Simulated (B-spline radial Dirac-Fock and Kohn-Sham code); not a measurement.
Auger parameter of rhodium: the L3 level and its strongest L3-MM line

Calculated with a radial finite-basis atomic code, using relaxed Dirac-Fock hole states (ΔSCF) with Breit and QED corrections and a finite nucleus. The modified Auger parameter α′ is the binding energy plus the kinetic energy of the Auger electron; it does not depend on the energy zero. For free ions it tends to fall with charge, since less charge screens the final holes.

| species | configuration | binding 2p3/2 (eV) | Auger line | kinetic (eV) | α′ (eV) |
| --- | --- | --- | --- | --- | --- |
| Rh⁶⁺ | [Kr] 4d3 | 3116.8 | M4M5 J=4 | 2227.3 | 5344.1 |
| Rh⁷⁺ | [Kr] 4d2 | 3140.4 | M4M5 J=4 | 2203.9 | 5344.3 |
| Rh⁷⁺ (Watson 2.2 Å) | [Kr] 4d2 | 3094.6 | M4M5 J=4 | 2249.8 | 5344.3 |
| Rh⁷⁺ (Watson 3 Å) | [Kr] 4d2 | 3106.8 | M4M5 J=4 | 2237.5 | 5344.3 |
